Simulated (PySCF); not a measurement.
C3H6GeO, SMILES [CH3][Ge@H]1[CH]=C[O]1.

Geometry: PBE-D3(BJ)/def2-SVP. The structure was generated by enumeration; whether it is a known compound was not checked.

Computed with PBE-D3(BJ)/def2-SVP in PySCF.

Frequencies are harmonic and unscaled.

Q: List the normal modes with their intensities. (An estimate is asked for; the answer gives what the named calculation found.)

A: 
```
mode  ν (cm⁻¹)  IR (km/mol)  moving atoms (share of kinetic energy)
----  --------  -----------  --------------------------------------
1          105          0.0                                  H 92 %
2          131          0.1                 C 49 %, H 30 %, Ge 19 %
3          162          1.1         C 38 %, H 27 %, O 24 %, Ge 10 %
4          376         42.6                  C 46 %, H 33 %, O 17 %
5          448         25.7                 O 46 %, Ge 27 %, C 22 %
6          526         15.4         C 51 %, O 22 %, Ge 13 %, H 13 %
7          582          8.0                                  H 87 %
8          601         28.7                 C 54 %, H 24 %, Ge 20 %
9          650         88.3                          H 84 %, C 14 %
10         660         12.6                           H 82 %, O 8 %
11         746          9.7                          H 79 %, C 19 %
12         823         48.8                  H 51 %, C 33 %, O 14 %
13         832         31.1                          H 64 %, C 27 %
14         919         12.0                          H 67 %, C 32 %
15         988         24.3                  H 57 %, C 27 %, O 16 %
16        1129         96.7                  H 40 %, O 31 %, C 29 %
17        1199          7.3                          H 80 %, C 20 %
18        1241          5.7                          H 52 %, C 42 %
19        1377          2.9                                  H 96 %
20        1379          5.7                                  H 95 %
21        1528         71.9                          C 88 %, H 11 %
22        2062        141.5                                  H 99 %
23        2987          1.4                                  H 97 %
24        3059         32.9                           H 91 %, C 9 %
25        3090          1.2                           H 91 %, C 9 %
26        3109          0.4                          H 90 %, C 10 %
27        3204          1.4                           H 91 %, C 9 %
```
